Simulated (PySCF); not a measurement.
## Spinor energies of C⁺ (carbon, charge +1)

Start: [He] 2s2 2p1; 2p3/2 filled at m_j = +3/2. Calculated with PySCF 2.14 in x2c-TZVPall-2c with one added diffuse shell each of s, p, d type (6s4p3d1f, 40 functions): generalised Hartree-Fock with the X2C-1e Hamiltonian and a Gaussian nucleus; one run each with spin-orbit coupling (SO) switched off, then screened by Boettger's factors. This is a chosen level, not necessarily the ground level.

```csv
spinor shell,electrons,"ε, spin-free (eV)","ε, screened SO (eV)",weight of nominal j (screened SO),"rms radius, screened SO (bohr)"
1s1/2,2,-323.87,-323.87,1.000,0.311
2s1/2,2,-31.420,-31.421,1.000,1.61
2p3/2,1,-24.707,-24.704,1.000,1.64
```

```csv
quantity,spin-free,screened SO
E (hartree),-37.30763,-37.30751
M_J,3/2,3/2
⟨J²⟩,3.757,3.757
⟨L²⟩,2.004,2.004
⟨S²⟩,0.752,0.752
```

Each row is a mean over spinors that exchange with the open shell spreads, by up to 3.694 eV (2s1/2).

Without spin-orbit coupling the j labels of p, d and f shells carry no meaning; the spin-free column gives the mean over the occupied spinors of each nl shell.
